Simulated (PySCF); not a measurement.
An unknown shows these calculated signals:

¹H NMR (400 MHz, computed): δ 5.60 (m, 2H), 5.25 (m, 2H), 3.62 (s, 3H).

¹³C{¹H} NMR (computed): δ 56.1 (CH3).

How the numbers were obtained: coordinates at the GFN2-xTB level, NMR shieldings at PBE0/pcSseg-1/GIAO, in PySCF 2.14.0 with density-fitted response routines (one conformer, non-relativistic, no solvent model, one averaged value for each set of equivalent atoms).

Scale: TMS for ¹H (31.72 ppm) and ¹³C (186.93 ppm) (reference shieldings calculated alike).

Q: Which of these does the molecule contain: a Si–H bond, an ester, an amide, a vinyl group CH=CH2?

A: 
- A Si–H bond: yes (δH 5.25 (m)).
- An ester: no.
- An amide: no.
- A vinyl group CH=CH2: no.

The data belong to SMILES CO[SiH2][SiH2]F, CH7FOSi2; they needn't prove each group on their own.

Carbon signals by region: 1 at 50–100 ppm.

Splittings by ¹⁹F in the carbon and heteronuclear signals aren't shown, as no couplings were computed. Shifts are as computed. Against solution values, carbons near 30 ppm lie about +3 ppm off and those near 130 ppm about +5 ppm. Of 1309 compounds with measured shifts, 239 miss one by over three times the rms of a fit or turn the order of signals round; such compounds aren't used in these exercises. Multiplicities follow the n + 1 count of equivalent neighbours, as no J values were calculated; m marks all less simple cases, F and P coupling included.
